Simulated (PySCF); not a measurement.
A GIAO shielding run with PySCF 2.14.0 with density-fitted response routines (density fitting, non-relativistic, gas phase) on SMILES C[C@@H]1C[C@H](F)[C@@H]2O[C@@H]21, C$_{6}$H$_{9}$FO:

```
$ OMP_NUM_THREADS=1 python probes_run.py task.json out

{"job": {"kind": "nmr", "xc": "PBE0", "basis": "pcSseg-1"}, "charge": 0, "multiplicity": 1}
C      2.002106    -0.423665     0.420647
C      0.718554    -0.226307    -0.375700
C      0.060659     1.143610    -0.133900
C     -1.439296     0.926315    -0.363411
F     -2.197933     1.820271     0.355528
C     -1.667996    -0.514487     0.055549
O     -1.013836    -0.894595     1.230475
C     -0.376424    -1.203279     0.026702
H      2.432736    -1.399120     0.206275
H      1.788713    -0.366527     1.485257
H      2.730271     0.342238     0.165427
H      0.919862    -0.362802    -1.443749
H      0.195274     1.436245     0.908221
H      0.466869     1.924268    -0.773045
H     -1.732175     1.056637    -1.413499
H     -2.617089    -0.991384    -0.150629
H     -0.277293    -2.255390    -0.210057
```

Hardware: 1 thread of an Intel Xeon Platinum 8559C, shared host. The job also computes population analyses, field gradients, ring-centre shieldings.

Question: How large is the calculation?

Answer: 62 electrons, 181 basis functions and 934 auxiliary functions.

Question: How long does it take, and how much memory does it need?

Answer: 26 s of wall time, with 14 SCF cycles and 5 response iterations; peak memory 0.83 GiB. Times on a shared host scatter by some tens of per cent.
